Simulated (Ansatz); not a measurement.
Relaxation of BClH₅NO (9 atoms, charge 0, multiplicity 1), to a largest force component of 0.03 eV/Å in at most 50 steps.

These are results of RHF/cc-pVDZ (Ansatz 0.2.0), not measurements.

```xyz
9
Properties=species:S:1:pos:R:3:forces:R:3
B 0.007 0.546 -0.455 0.08 0.82 -0.17
H -0.190 -0.093 1.853 -0.20 -1.57 0.02
O 1.185 -0.111 -0.512 -0.01 0.00 0.01
H 1.123 -1.001 -0.822 0.00 0.00 0.00
N -1.239 0.037 -0.825 -0.01 -0.01 0.01
H -1.384 -0.904 -1.125 0.00 0.00 -0.01
H -2.071 0.583 -0.760 0.00 0.00 0.00
Cl 0.089 2.297 0.088 -0.01 -0.49 -0.46
H -0.109 0.593 2.016 0.15 1.25 0.60
```

Task: Where does it end, and by what steps?

Result: The run converged. The force dipped under the threshold on the way, but the program's further checks kept it going. After 31 steps the energy has fallen by 0.284 eV; H2 moved furthest, 2.14 Å.

```
step  energy less start (eV)  largest force component (eV/Å)  accepted
   0                  0.0000                           1.566       yes
   2                 -0.2271                           0.319       yes
   4                 -0.2675                           0.220       yes
   6                 -0.2764                           0.129       yes
   8                 -0.2525                           0.848        no
  10                 -0.2784                           0.086       yes
  12                 -0.2790                           0.061       yes
  14                 -0.2793                           0.227        no
  16                 -0.2805                           0.044       yes
  18                 -0.2812                           0.106       yes
  20                 -0.2822                           0.058       yes
  22                 -0.2829                           0.071       yes
  24                 -0.2835                           0.083       yes
  26                 -0.2838                           0.036       yes
  28                 -0.2842                           0.024       yes
  30                 -0.2842                           0.028       yes
  31                 -0.2843                           0.019       yes
```

```xyz
9
Properties=species:S:1:pos:R:3
B 0.014 0.485 -0.887
H -0.234 0.194 3.969
O 1.197 -0.121 -1.141
H 1.129 -0.917 -1.646
N -1.237 0.026 -1.310
H -1.367 -0.807 -1.845
H -2.080 0.512 -1.093
Cl 0.088 2.000 0.072
H -0.099 0.578 3.342
```

Whether the end is a true minimum wasn't checked by a vibrational analysis.

The run took 48 s on 1 thread of Arm Neoverse V2 (shared host), peak memory 0.15 GiB.
